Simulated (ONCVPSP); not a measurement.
**Before and after: ONCV potential for scandium**

| Item | Value |
| --- | --- |
| Element | Sc |
| Generator | ONCVPSP 4.0.1 |
| Type | optimised norm-conserving Vanderbilt (ONCV) |
| Functional | LDA (Perdew-Zunger) |
| Relativity | scalar-relativistic |
| Frozen core | [Ne] |
| Valence charge | 11 |
| Reference configuration | 3s2 3p6 3d1 (charge +2) |
| Partial waves | 3s: rc 1.05 bohr, ncon 4, nbas 8, qcut 7.1 1/bohr, 2 projectors, debl 3 Ha; 3p: rc 1.60 bohr, ncon 4, nbas 9, qcut 11 1/bohr, 2 projectors, debl 3.7 Ha; 3d: rc 1.45 bohr, ncon 4, nbas 9, qcut 8.5 1/bohr, 1 projector |
| Local potential | polynomial inside 0.85 bohr (lpopt 2, dvloc0 6 Ha) |
| Core correction | Teter function fitted to the true core (icmod 2), fcfact 0.2 |

All-electron outer shells of the reference configuration (LDA (Perdew-Zunger), scalar-relativistic, ld1.x):

```json
{"shell": "3s", "level (eV)": "-70.16", "outermost node (bohr)": "0.42", "outermost maximum (bohr)": "0.92"}
{"shell": "3p", "level (eV)": "-48.97", "outermost node (bohr)": "0.39", "outermost maximum (bohr)": "0.97"}
{"shell": "3d", "level (eV)": "-18.13", "outermost node (bohr)": "–", "outermost maximum (bohr)": "1.07"}
```

Change: s: qcut 5.3.

Cutoffs: the cutoffs (Ha) at which the residual kinetic energy of the hardest occupied pseudo-wave falls to 1 and 0.1 mHa per electron; they do not see the model core or the augmentation charge, which bear on the density cutoff. Errors are all-electron minus pseudo energies relative to the spin-unpolarised reference configuration.

How do hardness, ghosts and transferability respond?

The potential gets harder (50 Ha and 147 Ha → 145 Ha and 169 Ha); the errors of the 4 common tests hardly move; neither file shows a bound ghost.

| quantity | base | changed |
| --- | --- | --- |
| cutoff, loose | 50 Ha | 145 Ha |
| cutoff, tight | 147 Ha | 169 Ha |
| loose cutoff by channel | s 50 Ha, p 17 Ha, d 32 Ha | s 145 Ha, p 17 Ha, d 32 Ha |
| bound ghosts | none | none |
| GHOST(+) flags under 300 eV | none | none |
| error for 3s2 3p6 3d1 4s2, meV [ΔE -20.03 eV] | +1.2 | +0.9 |
| error for 3s2 3p6 3d1 4s1, meV [ΔE -12.96 eV] | +0.7 | +0.5 |
| error for 3s2 3p6 3d0, meV [ΔE 25.09 eV] | +41 | +41 |
| error for 3s2 3p6 3d2 4s1, meV [ΔE -18.41 eV] | +0.7 | +0.6 |
| s: phases at 1.06 bohr within 0.05 rad from the reference energy up to (Ha; the scan ends near 5) | to the end of the scan | to the end of the scan |
| p: phases at 1.63 bohr within 0.05 rad from the reference energy up to (Ha; the scan ends near 5) | to the end of the scan | to the end of the scan |
| d: phases at 1.47 bohr within 0.05 rad from the reference energy up to (Ha; the scan ends near 5) | 1.8 | 1.8 |
| rms error of d²Exc/dni dnj with the model core, mHa | 1.38 | 1.22 |
